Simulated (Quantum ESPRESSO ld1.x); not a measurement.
Ag12+, configuration [Ar] 3d10 4s2 4p5. All-electron calculation, scalar-relativistic Kohn-Sham, LDA (Slater exchange, Perdew-Zunger correlation), spin-unpolarised, spherical densities, point nucleus. Program: ld1.x of Quantum ESPRESSO 7.5.

Normalised radial functions P(r) = r R(r), r in bohr:

r,3d,4d
0.001068,0.0000,0.0000
0.001223,0.0000,0.0000
0.00139,0.0000,0.0000
0.001593,0.0000,0.0000
0.001825,0.0000,0.0000
0.002091,0.0000,0.0000
0.002376,0.0000,0.0000
0.002723,0.0001,0.0000
0.003119,0.0001,0.0000
0.003545,0.0001,0.0001
0.004062,0.0002,0.0001
0.004653,0.0003,0.0002
0.005331,0.0005,0.0002
0.006059,0.0007,0.0003
0.006942,0.0010,0.0005
0.007953,0.0014,0.0007
0.00904,0.0020,0.0010
0.01036,0.0030,0.0014
0.01187,0.0043,0.0021
0.01359,0.0063,0.0030
0.01545,0.0089,0.0043
0.0177,0.0128,0.0062
0.02028,0.0184,0.0089
0.02305,0.0258,0.0124
0.02641,0.0366,0.0176
0.03025,0.0518,0.0249
0.03466,0.0726,0.0349
0.03939,0.0991,0.0476
0.04513,0.1366,0.0655
0.05171,0.1862,0.0892
0.05877,0.2467,0.1179
0.06733,0.3282,0.1564
0.07714,0.4301,0.2041
0.08838,0.5541,0.2615
0.1004,0.6914,0.3240
0.1151,0.8570,0.3976
0.1318,1.0378,0.4746
0.1498,1.2139,0.5447
0.1717,1.3948,0.6082
0.1967,1.5534,0.6494
0.2253,1.6716,0.6557
0.2561,1.7307,0.6186
0.2934,1.7257,0.5240
0.3362,1.6457,0.3675
0.3821,1.5054,0.1657
0.4377,1.3000,-0.0953
0.5015,1.0582,-0.3832
0.5746,0.8064,-0.6675
0.653,0.5838,-0.8998
0.7482,0.3823,-1.0758
0.8571,0.2279,-1.1526
0.9742,0.1271,-1.1248
1.116,0.0608,-0.9984
1.279,0.0253,-0.8020
1.465,0.0090,-0.5783
1.665,0.0029,-0.3814
1.908,0.0007,-0.2155
2.186,0.0001,-0.1049
2.484,0.0000,-0.0458
2.846,0.0000,-0.0158
3.26,0.0000,-0.0044
3.735,0.0000,-0.0010
4.245,0.0000,-0.0002
4.864,0.0000,0.0000

3d: eigenvalue -617.40 eV, 0 radial nodes, <r> = 0.342 bohr, 90 % of the charge inside 0.541 bohr. 4d (empty): eigenvalue -224.12 eV, 1 radial node at r = 0.417 bohr, <r> = 0.955 bohr, 90 % of the charge inside 1.40 bohr.
